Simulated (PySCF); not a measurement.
Ranking problems on computed properties.

All species are isolated and taken at one optimised geometry, non-relativistic unless stated; the electronic structure was computed with PySCF and density fitting.

Dipoles, sizes and rotational constants follow the conformer. The torsions of the flexible species, by atom-mapped SMILES:
- `[CH3:1][CH:2]([CH3:3])[O:4][SiH2:5][CH:6]([SiH3:7])[SiH3:8]`: C1–C2–O4–Si5 90°, C2–O4–Si5–C6 -178°, O4–Si5–C6–Si7 53°
- `[CH3:1][P@H+:2]([C:3]([F:4])=[C:5]([F:6])[F:7])[CH:8]1[CH2:9][CH2:10][CH2:11]1`: C1–P2–C3–F4 -43°, C1–P2–C8–C9 -73°
- `[CH:1]#[C:2][SiH2:3][Si@H:4]1[CH2:5][C@@H:6]([CH2:7][SiH3:8])[CH2:9]1`: C2–Si3–Si4–C5 -40°, C5–C6–C7–Si8 179°
- `[CH2:1]=[CH:2][C:3]1=[C:4]([O:5][C:6]([F:7])([F:8])[F:9])[C:10]1=[CH2:11]`: C1–C2–C3–C4 179°, C3–C4–O5–C6 -1°, C4–O5–C6–F7 180°
- `[CH3:1][O:2][CH2:3][C@@H:4]1[CH2:5][C@H:6]1[C+:7]([CH3:8])[CH3:9]`: C1–O2–C3–C4 -177°, O2–C3–C4–C5 26°, C5–C6–C7–C8 22°
- `[CH2:1]=[CH:2][CH2:3][n:4]1[n:5][cH:6][cH:7][c:8]1[CH2:9][CH3:10]`: C1–C2–C3–N4 131°, C2–C3–N4–N5 106°, C7–C8–C9–C10 91°
- `[CH2:1]=[CH:2][CH2:3][CH2:4][CH:5]([F:6])[F:7]`: C1–C2–C3–C4 121°, C2–C3–C4–C5 -66°, C3–C4–C5–F6 174°
- `[CH3:1][c:2]1[cH:3][cH:4][n:5]([CH:6]2[CH2:7][CH2:8][CH2:9]2)[n:10]1`: C4–N5–C6–C7 129°
- `[CH3:1][CH2:2][C:3]#[C:4][CH-:5][C:6]#[N:7]`: C1–C2–C3–C4 3°

The conformers of `NC(=O)CC[Si@H](N)O[SiH3]` and `N#CCC1CCC(=N)CC1` aren't listed.

(1) Rank by HOMO energy, highest first (PBE0/pcSseg-1 at GFN2-xTB geometries).
A. `FC(F)=C(F)[P@H+](C1CCC1)C`
B. `C=CCCC(F)F`
C. `C=CC1=C(OC(F)(F)F)C1=C`
D. `COC[C@@H]1C[C@H]1[C+](C)C`
E. `NC(=O)CC[Si@H](N)O[SiH3]`
F. `C=CCn1nccc1CC`
G. `C#C[SiH2][Si@H]1C[C@@H](C[SiH3])C1`
H. `C([SiH3])([SiH2]OC(C)C)[SiH3]`

(2) Give the two extremes of that set in hartree.

(3) Rank by dipole moment, highest first (PBE0/pcSseg-1 at GFN2-xTB geometries).
A. `C1CC(C1)n1nc(cc1)C`
B. `C=CCCC(F)F`
C. `C#C[SiH2][Si@H]1C[C@@H](C[SiH3])C1`
D. `C=CCn1nccc1CC`
E. `CC(C)O[SiH2]C([SiH3])[SiH3]`

(4) Rank by smallest rotational constant, highest first (GFN2-xTB).
A. `FC(=C(F)[P@@H+](C)C1CCC1)F`
B. `CCC#C[CH-]C#N`
C. `C1C(CC1)n1ccc(n1)C`
D. `C#C[SiH2][Si@H]1C[C@@H](C[SiH3])C1`
E. `C=CCCC(F)F`
F. `C=CCn1nccc1CC`
G. `C=CC1=C(OC(F)(F)F)C1=C`

(5) Rank by HOMO–LUMO gap, highest first (PBE0/pcSseg-1 at GFN2-xTB geometries).
A. `COC[C@@H]1C[C@H]1[C+](C)C`
B. `C(=C(F)F)([P@@H+](C)C1CCC1)F`
C. `C=CCn1nccc1CC`
D. `[SiH3]C([SiH3])[SiH2]OC(C)C`
E. `C=CCCC(F)F`
F. `N#CCC1CCC(=N)CC1`
G. `C1(n2nc(C)cc2)CCC1`
H. `C=CC1=C(OC(F)(F)F)C1=C`

(6) By how much do the two ends of that ranking differ?

## Answers

(1) C (-6.20 eV), F (-6.73 eV), E (-7.37 eV), G (-7.56 eV), B (-7.79 eV), H (-8.04 eV), D (-11.19 eV), A (-12.22 eV).

(2) `C[P@H+](C(F)=C(F)F)C1CCC1`: -0.449 Eh; `C=CC1=C(OC(F)(F)F)C1=C`: -0.228 Eh.

(3) D (2.62 D), B (2.26 D), A (1.67 D), E (1.50 D), C (0.54 D).

(4) E (1.359 GHz), B (0.953 GHz), F (0.805 GHz), C (0.747 GHz), G (0.569 GHz), A (0.513 GHz), D (0.420 GHz).

(5) D (8.27 eV), E (7.87 eV), G (7.40 eV), F (7.19 eV), B (7.09 eV), C (6.67 eV), H (4.51 eV), A (3.83 eV).

(6) By 4.44 eV, between `CC(C)O[SiH2]C([SiH3])[SiH3]` and `COC[C@@H]1C[C@H]1[C+](C)C`.
